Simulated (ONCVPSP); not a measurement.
**Os: ONCV pseudisation with LDA (Perdew-Wang 92), fully relativistic reference atom.**

osmium (Os), optimised norm-conserving Vanderbilt (ONCV), made with ONCVPSP 4.0.1 (LDA (Perdew-Wang 92), fully relativistic). Core [Xe] 4f14, reference 5d6 6s1.5 6p0.5. Waves: 6s: rc 2.38 bohr, ncon 4, nbas 8, qcut 2.5 1/bohr, 2 projectors, debl 0.9 Ha; 6p: rc 3.32 bohr, ncon 4, nbas 9, qcut 2.4 1/bohr, 3 projectors, debl 2.2 Ha; 5d: rc 1.58 bohr, ncon 3, nbas 6, qcut 6.4 1/bohr, 1 projector. Local part: polynomial inside 1.52 bohr (lpopt 4, dvloc0 0 Ha). Core correction: Teter function, fcfact 2.75, rcfact 1.8.

Open shells are filled in proportion to 2j + 1.

All-electron outer shells of the reference configuration (LDA (PZ), scalar-relativistic, ld1.x):

| shell | level (eV) | outermost node (bohr) | outermost maximum (bohr) |
| --- | --- | --- | --- |
| 4f | -53.22 | – | 0.40 |
| 5p | -51.98 | 0.55 | 1.03 |
| 5d | -7.32 | 0.60 | 1.36 |
| 6s | -7.03 | 1.20 | 2.45 |
| 6p | -1.89 | 1.43 | 3.47 |

What the tests gave:

```
Cutoffs needed             : 17 Ha and 25 Ha (the cutoffs (Ha) at which the residual kinetic energy of the hardest occupied pseudo-wave falls to 1 and 0.1 mHa per electron)
Ghost test                 : ghosts flagged at negative energy: s at -9.6 eV; GHOST(+) flagged for p3/2 at 110.6 eV, p1/2 at 119.9 eV; a true bound ghost makes a file unfit for plane-wave use
Configuration tests        : 1 of 4 tests not solved or not reliable
rms error of d²Exc/dni dnj : 6.86 mHa without and 2.39 mHa with the model core
```

Generation and tests took about 8 s on one core of a shared server CPU.
